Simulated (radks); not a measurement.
Values are calculated unless marked as measured or tabulated.
Q: Mo37+, 5 electrons, occupied as [He] 2s2 2p1. Code: a radial shooting solver on a logarithmic mesh with Libxc functionals. Model: Dirac Kohn-Sham, PBE, spin-unpolarised, spherical densities, point nucleus; open shells are shared between the two j in proportion to 2j + 1. Some entries of the table are withheld. Estimate them.

orbital      occ.  eigenvalue (eV)  <r^2> (bohr^2)  <r> (bohr)
1s1/2           2        -22853.11             (1)     0.03501
2s1/2           2        -5315.654             (2)      0.1443
2p1/2    0.333333        -5198.428             (3)         (4)
2p3/2    0.666667        -5072.605             (5)         (6)

A: 
(1) 1s1/2 <r^2> (bohr^2): 0.001652
(2) 2s1/2 <r^2> (bohr^2): 0.02444
(3) 2p1/2 <r^2> (bohr^2): 0.01785
(4) 2p1/2 <r> (bohr): 0.1213
(5) 2p3/2 <r^2> (bohr^2): 0.01892
(6) 2p3/2 <r> (bohr): 0.1253
